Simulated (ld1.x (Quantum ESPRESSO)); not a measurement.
**Cutoff test, He, PAW**

He (Z = 2), PAW, made with ld1.x (Quantum ESPRESSO) 7.5 (PBEsol, scalar-relativistic). Core none, reference 1s2. Waves: 1s (bound): rcut 0.50, rcutus 0.60 bohr; 1s channel at -0.7 Ry: rcut 0.50, rcutus 0.60 bohr; 2p channel at -0.1 Ry: rcut 0.60, rcutus 0.70 bohr. Local part: all-electron potential smoothed inside 0.50 bohr (lloc = -1). Core correction: none. Augmentation charge: BG, radius 0.45 bohr.

The pseudo-atom Hamiltonian at the reference potential is diagonalised in spherical Bessel functions j_l(qr) that vanish at 20 bohr, with q² up to the cutoff. All-electron valence levels (Ry): 1s -1.1392.

Task: How do the lowest levels (Ry) of each channel move with the cutoff, and are there ghosts?

Result:

```
cutoff (Ry)     s #1    p #1    p #2    d #1    d #2    f #1  Σ f·Δε (mRy)
          8  -0.6489  0.0456  0.1262  0.0822  0.2006  0.1218         980.4
         12  -0.7701  0.0456  0.1262  0.0822  0.2006  0.1218         738.2
         18  -0.8896  0.0456  0.1261  0.0822  0.2006  0.1218         499.1
         30  -1.0060  0.0456  0.1261  0.0822  0.2006  0.1218         266.3
         40  -1.0677  0.0456  0.1261  0.0822  0.2006  0.1218         142.8
         50  -1.0994  0.0456  0.1261  0.0822  0.2006  0.1218          79.6
         60  -1.1154  0.0456  0.1261  0.0822  0.2006  0.1218          47.6
         80  -1.1305  0.0456  0.1261  0.0822  0.2006  0.1218          17.2
        110  -1.1377  0.0456  0.1261  0.0822  0.2006  0.1218           2.9
        140  -1.1390  0.0456  0.1261  0.0822  0.2006  0.1218           0.4
        180  -1.1391  0.0456  0.1261  0.0822  0.2006  0.1218           0.1
        400  -1.1392  0.0456  0.1261  0.0822  0.2006  0.1218           0.0
```

Result: no extra level below or beside the all-electron valence levels (s, p, d, f tested); 10 mRy is reached at 90 Ry and 1 mRy at 140 Ry.
